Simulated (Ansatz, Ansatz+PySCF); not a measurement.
```xyz
2

Be    0.0000    0.0000   -0.2500
H     0.0000    0.0000    0.9999
```

UHF-MP2 on doublet BeH was run in several spherical basis sets with Ansatz (development build ahead of 0.2.0). Frozen core: 0 orbitals.

(1) Rank the basis sets by the total energy that they give, lowest first, with the distance from the lowest.
A. def2-SVP
B. cc-pVTZ
C. def2-TZVP
D. cc-pVDZ
E. 6-31G(d)

Answers

(1) C (0.00 eV), B (0.40 eV), D (0.81 eV), E (1.06 eV), A (1.34 eV).

Totals follow the description of the cores as much as that of the bonds, so this order isn't one of quality for chemistry.
